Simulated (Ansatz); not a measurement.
# Reading a saddle point

A first-order saddle point of SnH5SBr, singlet, PBE0-D4/def2-TZVP, with one imaginary mode of 196i cm⁻¹:

Sn1  (-0.734, -0.663, -0.277)
S2  (1.453, 0.087, 1.035)
H3  (-0.329, -1.534, -1.671)
H4  (-0.950, -1.819, 0.992)
H5  (-2.078, 0.368, -0.186)
H6  (1.430, 1.031, -0.057)
Br7  (0.451, 1.624, -1.679)
H8  (0.757, 0.905, 1.843)
(Å)

Ansatz 0.2.0; basis: def2-TZVPP and def2-QZVPP; cores frozen in the correlated methods. Filled d shells of the heavier atoms are correlated. Core potentials replace the inner electrons of the atoms past krypton. The def2 sets are not built for correlating such inner shells, so the correlated values are less sure here. Extrapolation: Hartree–Fock as exp(−7.88 √X), correlation as X^−2.97.

Question: Which contacts change along the imaginary mode, and what lies on either side? (Judge from chemistry; the calculation decides.)

Answer: The calculation gives: The step is SnH₄S ([SH][SnH3]) + HBr → SnH₃Br ([Br][SnH3]) + H₂S, with the molecules in contact on both sides. Shortening one way: Sn1–Br7, S2–H6; lengthening the same way: Sn1–S2, H6–Br7.
| pair | one side (Å) | saddle (Å) | other side (Å) |
| --- | --- | --- | --- |
| Sn1–Br7 | 4.23 | 2.93 | 2.50 |
| S2–H6 | 2.27 | 1.44 | 1.34 |
| Sn1–S2 | 2.43 | 2.66 | 3.88 |
| H6–Br7 | 1.45 | 1.99 | 2.95 |

Question: Which side is lower, and how far does the saddle lie above each? (To be estimated.)

Answer: The calculation gives: The side with Sn1–Br7, S2–H6 short is lower by 10.43 kcal/mol; the saddle lies 26.69 kcal/mol above it and 16.26 kcal/mol above the other (CCSD(T) at an estimated basis limit (MP2 extrapolated from triple and quadruple zeta, plus CCSD(T) − MP2 in triple zeta); electronic energies).

The T1 diagnostic stays at or below 0.012.

Labels in which every atom is bracketed show which atoms are joined, not bond orders.

For scale, one of the runs: CCSD(T)/def2-TZVPP, 210 basis functions, launched by `ansatz run in.yaml --threads 4 --pin off --events-out ev --progress --plain --max-ram 9574MiB`. Time: 2.4 min of wall clock on 4 CPU threads of an Arm Neoverse V1; the host was shared. Peak host memory: 3.1 GiB.
